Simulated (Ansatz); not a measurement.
CH₆BNOSi, relaxed with RKS PBE0-D4/def2-TZVP in the Gaussian-basis code of Ansatz from a PBE-D4/def2-SVP geometry. The force threshold is 0.005 eV/Å; the program also tests the step.

The species carries charge 0 and has multiplicity 1. The bonds changed during the relaxation, so this is another structure than the one it started from.

Start:

```xyz
11

N    -0.600   -0.945   -0.616
C    -0.566   -0.316    0.738
Si   -0.257    1.501    0.313
B     0.742   -0.134   -0.159
O     1.983   -0.764   -0.218
H    -0.447   -1.962   -0.619
H    -1.327   -0.678   -1.299
H    -0.949   -0.901    1.589
H     0.171    2.254    1.538
H    -1.335    2.251   -0.442
H     2.585   -0.304   -0.825
```

```tsv
step	energy (eV)	largest force (eV/Å)	largest move (Å)
1	-13218.2758	0.727	0.000
2	-13218.3160	0.255	0.023
3	-13218.3222	0.064	0.012
4	-13218.3227	0.043	0.006
5	-13218.3231	0.042	0.011
6	-13218.3232	0.008	0.005
7	-13218.3232	0.009	0.006
8	-13218.3232	0.003	0.005
```

End:

```xyz
11

N    -0.595   -0.941   -0.611
C    -0.574   -0.309    0.736
Si   -0.270    1.476    0.314
B     0.723   -0.132   -0.168
O     1.958   -0.760   -0.235
H    -0.452   -1.944   -0.605
H    -1.305   -0.669   -1.282
H    -0.931   -0.901    1.569
H     0.186    2.230    1.506
H    -1.319    2.236   -0.434
H     2.578   -0.287   -0.790
```

Run time 26 s (4 threads of an Intel Xeon Platinum 8488C on a shared host); peak host memory 0.49 GiB.
